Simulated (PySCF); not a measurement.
## Computed properties of Si(F)(NHMe)(OH)2 (CH6FNO2Si), SMILES CN[Si](O)(O)F

Si(F)(NHMe)(OH)2 (CH₆FNO₂Si), SMILES CN[Si](O)(O)F. Geometry optimised at PBE0-D3(BJ)/def2-SVP. This is a generated structure with no PubChem entry under its InChIKey; it may be hypothetical. Other conformers were not sampled. All values are computed for the isolated molecule unless a solvent is named; none is compared with measurement here.

**Structure.** All 30 harmonic modes at PBE0-D3(BJ)/def2-SVP (PySCF) are real, so it is a minimum. With heavy atoms numbered as in [CH3:1][NH:2][Si:3]([OH:4])([OH:5])[F:6], the shortest bond between them is C1–N2 at 1.443 Å and the longest N2–Si3 at 1.694 Å.

**Vibrations.** The strongest infrared lines (harmonic, unscaled, degenerate partners summed) lie at 960 cm⁻¹ (292 km/mol, Si 46 %, F 26 %, H 13 %, O 11 %), 813 cm⁻¹ (168 km/mol, H 60 %, F 16 %, O 16 %), 923 cm⁻¹ (146 km/mol, Si 40 %, O 29 %, H 20 %). The softest mode is at 82 cm⁻¹ and the zero-point energy is 54.9 kcal/mol.

**Electronic structure.** B3LYP/def2-TZVP (PySCF) places the frontier levels at -7.01 and 0.18 eV, a gap of 7.19 eV, and gives a dipole moment of 2.03 D and a mean polarisability of 48.4 bohr³. PBE/def2-TZVP (PySCF) at the same geometry gives -5.80 and -0.33 eV, so its gap is 1.72 eV narrower. An orbital gap is neither the optical nor the fundamental gap.

**Excitations.** TDA-CAM-B3LYP/def2-SVPD (PySCF) has S1 at 6.37 eV (195 nm, f = 0.006, weak); the most intense of the 10 singlets computed lies at 8.77 eV (f = 0.09). T1 (TDA) is at 6.13 eV, 0.24 eV under S1. TDA-PBE/def2-SVPD (PySCF) puts S1 at 5.16 eV. No vertical singlet excitation falls in the visible range (under 3.1 eV).

**NMR.** GIAO shifts at PBE0/pcSseg-1 (PySCF) (non-relativistic, atoms alike by connectivity averaged): ¹³C at 30.8 ppm against TMS; ¹H from 0.8 to 2.9 ppm against TMS; ²⁹Si at -58.9 ppm against TMS; ¹⁹F at -162.4 ppm against CFCl3.

**Solvation.** SMD-PBE0/def2-SVP (PySCF) gives -8.9 kcal/mol in water, -6.3 kcal/mol in diethylether, -7.4 kcal/mol in N,N-dimethylformamide (1 M in both phases, gas-phase geometry); of these solvents water holds the molecule best.
